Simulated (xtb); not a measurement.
CH4MgO, SMILES C[O][MgH]. All values are semi-empirical tight-binding results from xtb (GFN2-xTB unless named), good for trends rather than for accurate numbers. The structure is a stationary point at GFN2-xTB.

Optimised geometry:

```xyz
7

Mg    -0.0181    -0.0716     1.3563
H     -0.0708    -0.1712     2.8802
O      0.0061     0.0183    -0.3283
C      0.0249     0.0914    -1.7077
H      0.0203     1.1389    -2.0401
H      0.9256    -0.3938    -2.1090
H     -0.8556    -0.4096    -2.1343
```

For metal compounds this method's bond lengths and energies can be far off.

Task: Estimate the properties. (An estimate is asked for; the answer gives what the named calculation found.)

Result: 
point group as xtb finds it: C3v
orbital gap: 2.98 eV
zero-point energy: 27.9 kcal/mol
G − E(el) at 298.15 K (modified RRHO): 11.5 kcal/mol

Computed atomic charges and the Wiberg bond orders between heavy atoms:
charges (e) Mg1 0.40, H2 -0.06, O3 -0.46, C4 0.06, H5 0.02, H6 0.02, H7 0.02. Bond orders Mg1–O3 1.04, O3–C4 1.03.
